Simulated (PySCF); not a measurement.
Species: 1-isocyanato-1-silacyclopent-3-ene, C₅H₇NOSi.
SMILES with atom numbers: `[O:1]=[C:2]=[N:3][SiH:4]1[CH2:5][CH:6]=[CH:7][CH2:8]1` (hydrogens: H9 on Si4; H10, H11 on C5; H12 on C6; H13 on C7; H14, H15 on C8)

Cartesian coordinates in Å at the PBE0-D3(BJ)/def2-SVP level; atoms count from 1:
```xyz
15
C5H7NOSi angstrom
O      4.263   -0.279   -0.186
C      3.146   -0.041    0.065
N      2.004    0.201    0.325
Si     0.337    0.532    0.638
C     -0.467    1.424   -0.821
C     -1.314    0.334   -1.426
C     -1.426   -0.841   -0.787
C     -0.701   -1.043    0.519
H      0.271    1.249    1.943
H     -1.081    2.285   -0.503
H      0.274    1.822   -1.535
H     -1.835    0.511   -2.373
H     -2.041   -1.648   -1.199
H     -1.405   -1.150    1.362
H     -0.082   -1.956    0.517
```

The closed-shell ground state was solved at several levels (PySCF, density fitting, gas phase, non-relativistic).

```csv
level,basis functions,HOMO (eV),LUMO (eV),gap (eV),dipole (D)
B3LYP/def2-TZVP,296,-7.11,-0.04,7.07,2.68
PBE0/pcSseg-1,178,-7.34,0.25,7.59,2.64
CAM-B3LYP/def2-SVPD,223,-8.67,1.04,9.71,2.84
```

(1) What might B3LYP/6-31G* (130 basis functions) give for the same quantities?

(2) Over all these levels, which gives the widest orbital gap and which the narrowest?

(3) How far do the dipole and the HOMO energy spread over the levels?

Results:

(1) HOMO -6.80 eV, LUMO 0.47 eV, gap 7.27 eV, dipole 2.61 D.

(2) CAM-B3LYP/def2-SVPD (range-separated hybrid) has the widest, 9.71 eV, and B3LYP/def2-TZVP (global hybrid, 20 % exact exchange) the narrowest, 7.07 eV. Functional and basis both differ between the two, so the spread mixes both effects.

(3) The dipole runs from 2.61 to 2.84 D (mean 2.69 D) and the HOMO from -8.67 to -6.80 eV.

One conformer stands for the species.
